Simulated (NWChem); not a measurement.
System: C4H5NO; SMILES CO/C=C/C#N

Here is an NWChem input.

```
start job
memory heap 200 mb stack 900 mb global 1100 mb
geometry units angstroms noautoz
  C     -0.644652    -2.292820     0.000000
  O      0.638501    -1.667335     0.000000
  C      0.683306    -0.329871     0.000000
  C     -0.358553     0.531133     0.000000
  C     -0.134423     1.935608     0.000000
  N      0.031768     3.088677     0.000000
  H     -0.454677    -3.366334     0.000000
  H     -1.211857    -2.014696     0.896187
  H     -1.211857    -2.014696    -0.896187
  H      1.710699     0.021958     0.000000
  H     -1.390226     0.196970     0.000000
end
basis spherical
  * library def2-svp
end
dft
  xc b3lyp
  grid xcoarse
  iterations 150
  mulliken
end
task dft gradient
```

Output (shortened):

```
             Northwest Computational Chemistry Package (NWChem) 7.3.0
             --------------------------------------------------------

 CS  symmetry detected

                             Geometry "geometry" -> ""
                             -------------------------

 Output coordinates in angstroms (scale by  1.889725989 to convert to a.u.)

  No.       Tag          Charge          X              Y              Z
 ---- ---------------- ---------- -------------- -------------- --------------
    1 C                    6.0000    -0.64603900    -2.29658102     0.00000000
    2 O                    8.0000     0.63720370    -1.67128007     0.00000000
    3 C                    6.0000     0.68220054    -0.33382251     0.00000000
    4 C                    6.0000    -0.35953496     0.52733091     0.00000000
    5 C                    6.0000    -0.13520352     1.93177375     0.00000000
    6 N                    7.0000     0.03115286     3.08481890     0.00000000
    7 H                    1.0000    -0.45621797    -3.37012226     0.00000000
    8 H                    1.0000    -1.21320410    -2.01837567     0.89618700
    9 H                    1.0000    -1.21320410    -2.01837567    -0.89618700
   10 H                    1.0000     1.70964399     0.01785913     0.00000000
   11 H                    1.0000    -1.39125588     0.19331589     0.00000000

 Effective nuclear repulsion energy (a.u.)     200.0858896031

      Symmetry information
      --------------------

 Group name             Cs
 Group number              2
 Group order               2
 No. of unique centers    10

                                 NWChem DFT Module
                                 -----------------

 Summary of "ao basis" -> "ao basis" (spherical)
 ------------------------------------------------------------------------------
       Tag                 Description            Shells   Functions and Types
 ---------------- ------------------------------  ------  ---------------------
 C                          def2-svp                 6       14   3s2p1d
 O                          def2-svp                 6       14   3s2p1d
 N                          def2-svp                 6       14   3s2p1d
 H                          def2-svp                 3        5   2s1p

      Symmetry analysis of basis
      --------------------------

        a'         77
        a"         32

            General Information
            -------------------
          SCF calculation type: DFT
          Wavefunction type:  closed shell.
          No. of atoms     :    11
          No. of electrons :    44
           Alpha electrons :    22
            Beta electrons :    22
          Charge           :     0
          Spin multiplicity:     1
          Use of symmetry is: on ; symmetry adaption is: on
          Maximum number of iterations: 150
          AO basis - number of functions:   109
                     number of shells:    51
          Convergence on energy requested:  1.00D-06
          Convergence on density requested:  1.00D-05
          Convergence on gradient requested:  5.00D-04

              XC Information
              --------------
                         B3LYP Method XC Potential
                     Hartree-Fock (Exact) Exchange  0.200
                        Slater Exchange Functional  0.800 local
                    Becke 1988 Exchange Functional  0.720 non-local
              Lee-Yang-Parr Correlation Functional  0.810
                  VWN I RPA Correlation Functional  0.190 local

             Grid Information
             ----------------
          Grid used for XC integration:  xcoarse
          Radial quadrature: Mura-Knowles
          Angular quadrature: Lebedev.
          Tag              B.-S. Rad. Rad. Pts. Rad. Cut. Ang. Pts.
          ---              ---------- --------- --------- ---------
          C                   0.70       21          12.0       194
          O                   0.60       21          11.0       194
          N                   0.65       21          14.0       194
          H                   0.35       21          12.0       194
          Grid pruning is: on
          Number of quadrature shells:   210
          Spatial weights used:  Erf1

      Superposition of Atomic Density Guess
      -------------------------------------

 Sum of atomic energies:        -281.93097262

      Non-variational initial energy
      ------------------------------

 Total energy =    -285.172826
 1-e energy   =    -777.487001
 2-e energy   =     292.228286
 HOMO         =      -0.283931
 LUMO         =      -0.008176

      Symmetry analysis of molecular orbitals - initial
      -------------------------------------------------

  Numbering of irreducible representations:

     1 a'          2 a"

  Orbital symmetries:

     1 a'          2 a'          3 a'          4 a'          5 a'
     6 a'          7 a'          8 a'          9 a'         10 a'
    11 a'         12 a'         13 a'         14 a"         15 a'
    16 a"         17 a'         18 a'         19 a'         20 a"
    21 a'         22 a"         23 a"         24 a'         25 a'
    26 a'         27 a"         28 a'         29 a'         30 a'
    31 a"         32 a'

     ---------------------------------------------
      Total Density - Mulliken Population Analysis
     ---------------------------------------------

    Atom       Charge   Shell Charges
 -----------   ------   -------------------------------------------------------
    1 C    6     5.87   1.99  0.93  0.21  1.85  0.85  0.04
    2 O    8     8.48   1.99  1.09  0.66  2.90  1.83  0.01
    3 C    6     5.52   1.99  0.93  0.22  1.68  0.64  0.06
    4 C    6     6.34   1.99  0.95  0.27  2.04  1.06  0.03
    5 C    6     5.61   1.99  0.98  0.20  1.66  0.71  0.06
    6 N    7     7.59   1.99  1.13  0.56  2.41  1.47  0.03
    7 H    1     0.92   0.69  0.20  0.02
    8 H    1     0.93   0.69  0.21  0.02
    9 H    1     0.93   0.69  0.21  0.02
   10 H    1     0.93   0.69  0.22  0.02
   11 H    1     0.87   0.65  0.20  0.03

   convergence    iter        energy       DeltaE   RMS-Dens  Diis-err
 ---------------- ----- ----------------- --------- --------- ---------
 d= 0,ls=0.0,diis     1   -285.0180589825 -4.85D+02  1.56D-02  9.71D-01
 d= 0,ls=0.0,diis     2   -284.6962316855  3.22D-01  1.15D-02  3.59D+00
 d= 0,ls=0.0,diis     3   -285.1356661328 -4.39D-01  2.25D-03  1.32D-01
 d= 0,ls=0.0,diis     4   -285.1468029625 -1.11D-02  1.02D-03  2.82D-02
 d= 0,ls=0.0,diis     5   -285.1498126379 -3.01D-03  3.15D-04  1.85D-03
  Resetting Diis
 d= 0,ls=0.0,diis     6   -285.1500243850 -2.12D-04  9.59D-05  1.67D-04
 d= 0,ls=0.0,diis     7   -285.1500422828 -1.79D-05  9.51D-05  3.13D-05
 d= 0,ls=0.0,diis     8   -285.1500329467  9.34D-06  6.67D-05  1.17D-04
 d= 0,ls=0.0,diis     9   -285.1500455267 -1.26D-05  5.59D-06  3.92D-07
 d= 0,ls=0.0,diis    10   -285.1500455830 -5.63D-08  8.81D-07  2.02D-08

         Total DFT energy =     -285.150045582997
      One electron energy =     -781.314003992809
           Coulomb energy =      335.020074047628
    Exchange-Corr. energy =      -38.942005240905
 Nuclear repulsion energy =      200.085889603088

 Numeric. integr. density =       43.996496311193

                  Occupations of the irreducible representations
                  ----------------------------------------------

                     irrep           alpha         beta
                     --------     --------     --------
                     a'               18.0         18.0
                     a"                4.0          4.0

                       DFT Final Molecular Orbital Analysis
                       ------------------------------------

 Vector   20  Occ=2.000000D+00  E=-3.517615D-01  Symmetry=a'
              MO Center=  5.5D-02,  3.2D+00,  2.6D-14, r^2= 1.2D+00
   Bfn.  Coefficient  Atom+Function         Bfn.  Coefficient  Atom+Function
  ----- ------------  ---------------      ----- ------------  ---------------
    75      0.486976   6 N  py               73     -0.361302   6 N  s
    72     -0.314016   6 N  s                78     -0.264387   6 N  py
    61      0.248792   5 C  py               58      0.179468   5 C  s
    71     -0.150670   6 N  s                47     -0.109194   4 C  py
    45     -0.083165   4 C  s                57     -0.082733   5 C  s

[...]

                         DFT ENERGY GRADIENTS

    atom               coordinates                        gradient
                 x          y          z           x          y          z
   1 C      -1.220837  -4.339909   0.000000   -0.006485  -0.001007   0.000000
   2 O       1.204140  -3.158261   0.000000    0.002137  -0.006056   0.000000
   3 C       1.289172  -0.630833   0.000000    0.003396   0.007966   0.000000
   4 C      -0.679423   0.996511   0.000000   -0.005255   0.001194   0.000000
   5 C      -0.255498   3.650523   0.000000   -0.000685  -0.009439   0.000000
   6 N       0.058870   5.829462   0.000000    0.000818   0.006123   0.000000
   7 H      -0.862127  -6.368608   0.000000    0.000117   0.005335   0.000000
   8 H      -2.292623  -3.814177   1.693548    0.002888  -0.001330  -0.003798
   9 H      -2.292623  -3.814177  -1.693548    0.002888  -0.001330   0.003798
  10 H       3.230759   0.033749   0.000000   -0.005531  -0.002701   0.000000
  11 H      -2.629092   0.365314   0.000000    0.005710   0.001245   0.000000
```

Level: B3LYP/def2-SVP. The geometry was optimised at B3LYP/6-31G* (spherical d).
